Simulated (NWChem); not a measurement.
Species: C4H7 cation

```xyz
11

C     -1.1552     0.8111     0.0014
C     -0.0004     0.0375    -0.0031
C      1.1754     0.7792     0.0030
C     -0.0176    -1.4603    -0.0061
H     -2.1526     0.3545     0.0336
H     -1.1088     1.9060    -0.0192
H      2.1601     0.2954     0.0364
H      1.1594     1.8750    -0.0177
H     -0.9558    -1.8527     0.4073
H      0.0773    -1.8341    -1.0384
H      0.8197    -1.8704     0.5748
```
Atoms are numbered in this order, from 1.

Program: NWChem. All runs use the structure optimised with PBE0/def2-SVP. Level: M05-2X/def2-SVP with SMD (1 M gas to 1 M solution), gas-phase geometry. Reactions with the solvent are ignored.

What does the run give for solvent water? Quantities: solvation free energy (kcal/mol); cavity-dispersion-structure term (kcal/mol).


```yaml
solvation free energy (kcal/mol): -59.8
cavity-dispersion-structure term (kcal/mol): 4.1
```
